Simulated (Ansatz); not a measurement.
`[SiH3][SiH2][TeH]` + `CF` → `FC[TeH]` + `[SiH3][SiH3]` at 700 K and 1 bar (formal exchange of groups at a Te–Si bond).

Program: Ansatz. Geometries: PBE0-D4/def2-TZVP. ΔE: electronic, gas phase. CCSD(T)/CBS is the MP2 limit (def2-TZVPP, def2-QZVPP) plus CCSD(T) − MP2 in def2-TZVPP, frozen cores. This one scheme is used for every species. Elements past krypton have def2 core potentials. For Te outer-core shells are correlated without core-valence functions, which leaves a few kJ/mol of doubt a bond.

```csv
species,CCSD(T)/CBS energy (Eh),H − E (kJ/mol),S (J/(mol·K))
`[SiH3][SiH2][TeH]`,-849.49595,202.7,479.3
`CF`,-139.63461,133.6,263.9
`FC[TeH]`,-407.34762,141.4,363.2
`[SiH3][SiH3]`,-581.74359,186.9,363.0
```

H − E and S are ideal-gas, rigid-rotor, harmonic terms from PBE0-D4/def2-TZVP, for one conformer and one mirror image of each species. 1 Eh = 2625.50 kJ/mol, R = 8.31446 J/(mol·K).

Question: By hand: ΔE, ΔH, ΔS and ΔG.

Answer: ΔE = (-407.34762) + (-581.74359) − (-849.49595) − (-139.63461) = 0.03935 Eh = 103.3 kJ/mol. Δ(H − E) = 141.4 + 186.9 − 202.7 − 133.6 = -8.0, so ΔH = 95.3 kJ/mol. ΔS = 363.2 + 363.0 − 479.3 − 263.9 = -17.0 J/(mol·K). ΔG = 95.3 − 700 × (-17.0)/1000 = 107.2 kJ/mol.

Question: By hand: the equilibrium constant, and the temperature at which ΔG would vanish if ΔH and ΔS stayed fixed.

Answer: log₁₀ K = −ΔG/(RT ln 10) = -8.0. ΔH and −TΔS have one sign here, so there is no such temperature.

ΔH outweighs TΔS. A doubt of 5 kJ/mol in ΔE shifts log₁₀ K by 0.4 here. Other conformers and mirror images would add mixing entropy, several J/(mol·K) or more a flexible species. Modes under 60 cm⁻¹, often nearly free rotors, make the harmonic entropy too high. These are equilibria of isolated gas molecules and say nothing of rates. Largest T1 diagnostic: 0.013 (customary marks: 0.02 for closed shells, 0.045 for open ones).
